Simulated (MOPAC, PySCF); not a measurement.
CH4S3, SMILES `SC(S)S`, neutral singlet in the gas phase. 

Z-matrix (Å, degrees):
```
C
H 1 1.0891
S 1 1.8211 2 104.12
H 3 1.3437 1 95.87 2 -174.59
S 1 1.8225 2 103.87 3 122.29
H 5 1.3439 1 95.88 2 178.46
S 1 1.8288 2 109.41 5 115.02
H 7 1.3456 1 96.53 2 74.70
```
Charge 0, spin multiplicity 1.

All levels are single points at this geometry (B3LYP-D3(BJ)/def2-TZVP); Pople sets use spherical d functions. Orbital energies aren't observables, and empty levels follow the basis.

```
level                            HOMO (eV)  LUMO (eV)  gap (eV)  dipole (D)  vertical IE, Delta-SCF (eV)
-------------------------------  ---------  ---------  --------  ----------  ---------------------------
PBE-D3(BJ)/def2-TZVP in PySCF        -5.71      -1.78      3.93        0.88                            –
ωB97X-D3(BJ)/def2-TZVP in PySCF      -9.36       1.33     10.69        0.98                            –
B3LYP/LANL2DZ in PySCF               -6.81      -0.64      6.17        1.57                            –
M06-2X/6-31G* in PySCF               -8.10       0.23      8.32        1.17                            –
SVWN5/6-31G* in PySCF                -5.74      -1.77      3.97        1.24                         8.66
HF/3-21G in PySCF                   -10.11       3.18     13.28        1.61                            –
HF/STO-3G in PySCF                   -7.00      10.23     17.22        0.97                            –
AM1 in MOPAC                         -9.20      -0.30      8.91        1.52                            –
PM7 in MOPAC                         -9.18      -0.97      8.21        1.72                            –
```
